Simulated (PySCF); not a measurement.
H2OSTe, SMILES O[Te]S. Atoms are numbered in the order given.

```xyz
5

Te     0.5279    -0.0207     0.0567
O     -0.0920    -1.8408     0.5304
H     -0.2148    -2.3492    -0.2807
S     -1.5377     1.0467    -0.4798
H     -1.8943     1.4074     0.7670
```

Geometry optimised at B3LYP-D3(BJ)/def2-TZVP. The def2 effective core potentials stand for the cores of Te; spin–orbit coupling is left out. Other conformers were not sampled.

Calculation: TDA-ωB97X/def2-SVPD in PySCF.

Vertical excitations. The molecule is in vacuum.

| state | energy (eV) | λ (nm) | f | main pairs |
|---|---|---|---|---|
| S1 | 3.41 | 364 | 0.002 | HOMO→LUMO 80 %, HOMO→LUMO+1 15 % |
| S2 | 3.81 | 325 | 0.002 | HOMO→LUMO+1 79 %, HOMO→LUMO 15 % |
| S3 | 5.09 | 244 | 0.006 | HOMO−1→LUMO 65 %, HOMO−1→LUMO+1 24 % |
| S4 | 5.76 | 215 | 0.002 | HOMO−1→LUMO+1 45 %, HOMO−2→LUMO 31 %, HOMO−1→LUMO 17 % |
| S5 | 5.86 | 211 | 0.020 | HOMO−2→LUMO+1 71 % |
| S6 | 5.91 | 210 | 0.100 | HOMO→LUMO+2 90 % |
| S7 | 6.67 | 186 | 0.020 | HOMO−1→LUMO+2 47 %, HOMO→LUMO+3 22 %, HOMO−1→LUMO+7 8 % |
| S8 | 6.78 | 183 | 0.040 | HOMO→LUMO+3 40 %, HOMO−1→LUMO+2 25 %, HOMO→LUMO+7 7 % |
| S9 | 6.99 | 177 | 0.344 | HOMO→LUMO+4 34 %, HOMO−2→LUMO 26 %, HOMO→LUMO+3 8 %, HOMO−2→LUMO+1 7 % |
| S10 | 7.15 | 173 | 0.077 | HOMO→LUMO+4 53 %, HOMO−2→LUMO 11 %, HOMO→LUMO+3 11 % |
| T1 | 2.75 | 451 | 0 | HOMO→LUMO+1 46 %, HOMO→LUMO 46 % |
| T2 | 2.96 | 419 | 0 | HOMO→LUMO 47 %, HOMO→LUMO+1 45 % |
| T3 | 4.48 | 277 | 0 | HOMO−1→LUMO 59 %, HOMO−1→LUMO+1 30 % |
| T4 | 5.08 | 244 | 0 | HOMO−2→LUMO 55 %, HOMO−1→LUMO+1 21 %, HOMO−1→LUMO 8 % |
Triplets are in the Tamm–Dancoff approximation.
